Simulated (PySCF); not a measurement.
## Mg: excitation energy

Mg [Ne] 3s2 (1S) → Mg [Ne] 3s1 3d1 (3D), as a difference of total energies. Computed with PySCF 2.14 in x2c-QZVPPall with one added diffuse shell each of s, p, d, f type (10s7p6d3f, 82 functions), with the spin-free X2C one-electron Hamiltonian (Gaussian nucleus). Correlated levels: valence and next inner shell: 1s2 frozen. The calculations carry no spin-orbit coupling.

| method | excitation energy (eV) | error (eV) |
| --- | --- | --- |
| UHF | 5.037 | -0.909 |
| MP2 (valence and next inner shell) | 5.776 | -0.170 |
| SCS-MP2 (valence and next inner shell) | 5.898 | -0.048 |
| CCSD (valence and next inner shell) | 5.941 | -0.005 |
| CCSD(T) (valence and next inner shell) | 5.974 | +0.028 |

Reference: 5.946 eV (measured; NIST levels, between the centres of gravity of the two terms).

Errors of the correlated levels include the incompleteness of this basis and the frozen core.
